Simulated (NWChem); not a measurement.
System: C$_{3}$H$_{4}$N$_{2}$O; SMILES C1N=COC=N1

Input file for NWChem:

```
start job
memory heap 200 mb stack 900 mb global 1100 mb
geometry units angstroms
  C     -0.874998     0.949739    -0.098554
  N     -1.361494    -0.197593    -0.097503
  C     -0.464849    -1.327148     0.008690
  N      0.941057    -1.002757     0.105379
  C      1.276763     0.197303     0.091028
  O      0.450045     1.284878    -0.008440
  H     -1.508179     1.823446    -0.176139
  H     -0.746548    -1.909592     0.894223
  H     -0.611754    -1.968372    -0.868779
  H      2.317031     0.485833     0.160987
end
basis spherical
  * library def2-svp
end
dft
  xc pbe0
  iterations 150
end
driver
  maxiter 120
end
task dft optimize
task dft freq
```

Output (shortened):

```
             Northwest Computational Chemistry Package (NWChem) 7.3.0
             --------------------------------------------------------

 C2V symmetry detected

                             Geometry "geometry" -> ""
                             -------------------------

 Output coordinates in angstroms (scale by  1.889725989 to convert to a.u.)

  No.       Tag          Charge          X              Y              Z
 ---- ---------------- ---------- -------------- -------------- --------------
    1 C                    6.0000     0.00000000    -1.14369759     0.62630471
    2 N                    7.0000     0.00000000    -1.22384550    -0.61732934
    3 C                    6.0000     0.00000000     0.00000000    -1.38762085
    4 N                    7.0000     0.00000000     1.22384550    -0.61732934
    5 C                    6.0000     0.00000000     1.14369759     0.62630471
    6 O                    8.0000     0.00000000     0.00000000     1.38005043
    7 H                    1.0000     0.00000000    -2.03316834     1.24205076
    8 H                    1.0000     0.88456212     0.00000000    -2.03591280
    9 H                    1.0000    -0.88456212     0.00000000    -2.03591280
   10 H                    1.0000     0.00000000     2.03316834     1.24205076

 Effective nuclear repulsion energy (a.u.)     229.9925957338

      Symmetry information
      --------------------

 Group name             C2v
 Group number             16
 Group order               4
 No. of unique centers     6

                                Z-matrix (autoz)
                                --------

 Units are Angstrom for bonds and degrees for angles

[...]

      ----------------------
      Optimization converged
      ----------------------

  Step       Energy      Delta E   Gmax     Grms     Xrms     Xmax
  ---- ---------------- -------- -------- -------- -------- --------
@    4    -300.85368773 -1.2D-06  0.00007  0.00002  0.00070  0.00170
                                     ok       ok       ok       ok

                                Z-matrix (autoz)
                                --------

 Units are Angstrom for bonds and degrees for angles

[...]

 Rotational Constants
 --------------------
 A=   0.200051 cm-1  (  0.287823 K)
 B=   0.194603 cm-1  (  0.279984 K)
 C=   0.100472 cm-1  (  0.144553 K)

 Temperature                      =   298.15K
 frequency scaling parameter      =   1.0000

 Zero-Point correction to Energy  =   47.953 kcal/mol  (  0.076419 au)
 Thermal correction to Energy     =   50.885 kcal/mol  (  0.081090 au)
 Thermal correction to Enthalpy   =   51.477 kcal/mol  (  0.082034 au)

 Total Entropy                    =   69.907 cal/mol-K
   - Translational                =   39.182 cal/mol-K (mol. weight =  84.0323)
   - Rotational                   =   24.137 cal/mol-K (symmetry #  =        2)
   - Vibrational                  =    6.588 cal/mol-K

 Cv (constant volume heat capacity) =   15.968 cal/mol-K
   - Translational                  =    2.979 cal/mol-K
   - Rotational                     =    2.979 cal/mol-K
   - Vibrational                    =   10.009 cal/mol-K

[normal modes left out]

 ----------------------------------------------------------------------------
 Normal Eigenvalue ||           Projected Infra Red Intensities
  Mode   [cm**-1]  || [atomic units] [(debye/angs)**2] [(KM/mol)] [arbitrary]
 ------ ---------- || -------------- ----------------- ---------- -----------
    1       -0.000 ||    0.000102           0.002         0.099       0.032
    2        0.000 ||    0.000112           0.003         0.109       0.036
    3        0.000 ||    0.000094           0.002         0.092       0.030
    4        0.000 ||    0.000057           0.001         0.056       0.018
    5        0.000 ||    0.000382           0.009         0.372       0.121
    6        0.000 ||    0.000049           0.001         0.047       0.015
    7       96.886 ||    0.003820           0.088         3.724       1.215
    8      436.105 ||    0.000000           0.000         0.000       0.000
    9      536.418 ||    0.032244           0.744        31.433      10.253
   10      577.445 ||    0.019360           0.447        18.874       6.156
   11      671.713 ||    0.012635           0.292        12.318       4.018
   12      921.022 ||    0.022346           0.516        21.784       7.106
   13      940.640 ||    0.001073           0.025         1.046       0.341
   14      968.428 ||    0.000000           0.000         0.000       0.000
   15      988.993 ||    0.000325           0.007         0.316       0.103
   16     1010.996 ||    0.008083           0.186         7.880       2.570
   17     1065.573 ||    0.015033           0.347        14.654       4.780
   18     1088.407 ||    0.013603           0.314        13.261       4.325
   19     1164.337 ||    0.362409           8.361       353.295     115.238
   20     1282.196 ||    0.000000           0.000         0.000       0.000
   21     1373.465 ||    0.035587           0.821        34.692      11.316
   22     1394.618 ||    0.043530           1.004        42.435      13.841
   23     1403.409 ||    0.002173           0.050         2.118       0.691
   24     1463.353 ||    0.000052           0.001         0.051       0.017
   25     1763.995 ||    0.013834           0.319        13.486       4.399
   26     1862.937 ||    0.275304           6.351       268.380      87.541
   27     3051.670 ||    0.041899           0.967        40.845      13.323
   28     3086.521 ||    0.014313           0.330        13.953       4.551
   29     3203.096 ||    0.017850           0.412        17.401       5.676
   30     3207.636 ||    0.007193           0.166         7.012       2.287
 ----------------------------------------------------------------------------
```

Level: PBE0/def2-SVP.
